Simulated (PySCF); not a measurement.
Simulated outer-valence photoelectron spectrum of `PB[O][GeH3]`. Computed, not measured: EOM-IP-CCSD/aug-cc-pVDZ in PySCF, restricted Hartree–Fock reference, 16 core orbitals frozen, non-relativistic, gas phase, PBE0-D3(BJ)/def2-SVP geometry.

Each root has a Gaussian of 0.6 eV full width with its one-hole share as area; cross sections and vibrations are left out, and the highest printed point is 100.

```
ionisation energy (eV)  intensity
                   8.4          0
                   8.6          3
                   8.8         17
                   9.0         42
                   9.2         58
                   9.4         43
                   9.6         17
                   9.8          4
                  10.0          2
                  10.2          7
                  10.4         26
                  10.6         52
                  10.8         55
                  11.0         32
                  11.2         11
                  11.4          8
                  11.6         25
                  11.8         52
                  12.0         62
                  12.2         58
                  12.4         67
                  12.6         83
                  12.8         85
                  13.0         68
                  13.2         47
                  13.4         52
                  13.6         83
                  13.8        100
                  14.0         78
                  14.2         45
                  14.4         37
                  14.6         53
                  14.8         54
                  15.0         30
                  15.2          9
                  15.4          1
                  15.6          0
```

Task: Where are the maxima, and how many lines lie under the curve?

Result: 6 maxima, at 9.2, 10.7, 12.0, 12.7, 13.8 and 14.7 eV, from 8 lines. At this width some lines have no maximum of their own.

Task: List the lines with their holes.

Result: 
```
E (eV)  leading hole (HF orbital)  area  Koopmans (eV)
  9.20                       HOMO  0.95           9.68
 10.72                     HOMO-1  0.95          11.62
 11.93                     HOMO-2  0.94          12.92
 12.53                     HOMO-3  0.95          13.25
 12.93                     HOMO-4  0.94          13.83
 13.66                     HOMO-5  0.94          15.05
 13.92                     HOMO-6  0.94          15.38
 14.71                     HOMO-7  0.93          16.32
```

The widest gap, 1.52 eV, lies between 9.20 and 10.72 eV. Only orbitals with −ε under 21 eV, eight at most, were ionised, so the high end of the curve may lack lines.

The run took 6.6 min on an Arm Neoverse V1 with one thread, shared host.

The values belong to the conformer `[PH2:1][BH:2][O:3][GeH3:4]`: P1–B2–O3–Ge4 -3°, H–P1–B2–O3 141°, H–P1–B2–O3 44°.
